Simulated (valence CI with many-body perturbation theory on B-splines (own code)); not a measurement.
Results of a calculation; reference values are marked as such.
**Ladder of approximations for Sr32+**

Level of theory: configuration interaction combined with many-body perturbation theory (CI+MBPT): four valence electrons over a frozen Dirac-Fock core [He], radial functions for each j: 11 s, 11 p, 9 d, 7 f, 5 g, 2 h, 1 i, with the one-electron correlation potential Σ1 (screened to all orders), the two-electron term Σ2, the three-electron term Σ3, Breit, model QED; selected single and double excitations, second order for the rest (own B-spline code, finite nucleus).

The last digits are not significant, and no measured levels were compared; by estimate large intervals hold to a few tenths of a per cent, small ones and those within an open d or f shell to about a per cent. Among the levels kept, up to 290 cm⁻¹ of a level comes from second order outside the variational space, and about a tenth of that is noise between levels of different J, which matters for small intervals.

Each rung adds one term. CI alone is the Dirac-Coulomb CI over the frozen core; QED comes last and gives the full result, which names the levels. Energies are above (2s^2 2p1/2^2) J=0 on the same rung, in × 10³ cm⁻¹.

Levels are named by their leading jj configuration (3d3/2^4 stands for four electrons in 3d with j = 3/2), which in mixed levels can hold well under half, so a name can repeat and another be missing. Letters in brackets count levels of one name in rising energy.

| Level | CI alone | + Σ1 | + Σ2 | + Σ3 | + Breit | Full |
| --- | --- | --- | --- | --- | --- | --- |
| (2s^2 2p1/2 2p3/2) J=1 | 528.34 | 528.68 | 528.32 | 528.42 | 515.27 | 516.65 |
| (2s^2 2p1/2 2p3/2) J=2 | 624.82 | 625.16 | 624.99 | 624.92 | 603.35 | 604.77 |
| (2s^2 2p3/2^2) J=2 | 1211.7 | 1212.4 | 1212.2 | 1212.1 | 1181.5 | 1184.0 |
| (2s 2p1/2^2 2p3/2) J=2 | 1397.4 | 1396.2 | 1395.2 | 1395.4 | 1387.6 | 1375.4 |
| (2s^2 2p3/2^2) J=0 | 1409.4 | 1410.0 | 1410.7 | 1410.2 | 1387.9 | 1390.1 |
| (2s 2p1/2^2 2p3/2) J=1 | 1759.5 | 1758.2 | 1756.7 | 1756.3 | 1754.0 | 1741.5 |
| (2s 2p1/2 2p3/2^2) J=2 [a] | 1965.3 | 1964.3 | 1963.2 | 1963.1 | 1950.5 | 1939.1 |
| (2s 2p1/2 2p3/2^2) J=3 | 2133.3 | 2132.3 | 2131.2 | 2130.9 | 2104.4 | 2093.1 |
| (2s 2p1/2 2p3/2^2) J=0 | 2298.5 | 2297.5 | 2296.8 | 2296.4 | 2287.2 | 2275.9 |
| (2s 2p1/2 2p3/2^2) J=1 [a] | 2359.3 | 2358.4 | 2356.7 | 2356.2 | 2341.9 | 2330.7 |
| (2s 2p1/2 2p3/2^2) J=2 [b] | 2437.1 | 2436.2 | 2434.2 | 2433.6 | 2411.8 | 2400.6 |
| (2s 2p1/2 2p3/2^2) J=1 [b] | 2503.5 | 2502.5 | 2499.8 | 2498.8 | 2486.2 | 2474.6 |
| (2s 2p3/2^3) J=2 | 2900.4 | 2899.7 | 2898.1 | 2897.4 | 2870.1 | 2859.9 |
| (2s 2p3/2^3) J=1 | 3185.3 | 3184.6 | 3181.9 | 3180.9 | 3154.9 | 3144.7 |
| (2p1/2^2 2p3/2^2) J=2 | 3476.4 | 3473.8 | 3469.9 | 3468.9 | 3464.8 | 3439.8 |
| (2p1/2^2 2p3/2^2) J=0 | 3688.2 | 3685.7 | 3682.0 | 3681.0 | 3684.4 | 3659.6 |
| (2p1/2 2p3/2^3) J=1 | 4045.1 | 4042.9 | 4039.0 | 4038.0 | 4025.8 | 4001.9 |
| (2p1/2 2p3/2^3) J=2 | 4155.3 | 4153.0 | 4149.5 | 4148.5 | 4128.9 | 4105.0 |
| (2p3/2^4) J=0 | 4853.9 | 4852.0 | 4848.6 | 4847.6 | 4825.1 | 4802.6 |

**Question.** How does the ionisation energy move along the ladder, and which term matters most?

**Answer.** CI alone 4063.9, + Σ1 4064.2, + Σ2 4064.2, + Σ3 4064.1, + Breit 4060.1, + QED 4060.2 eV. The largest step is Breit, -4.0 eV. NIST lists 4053 ± 4 eV (semi-empirical).
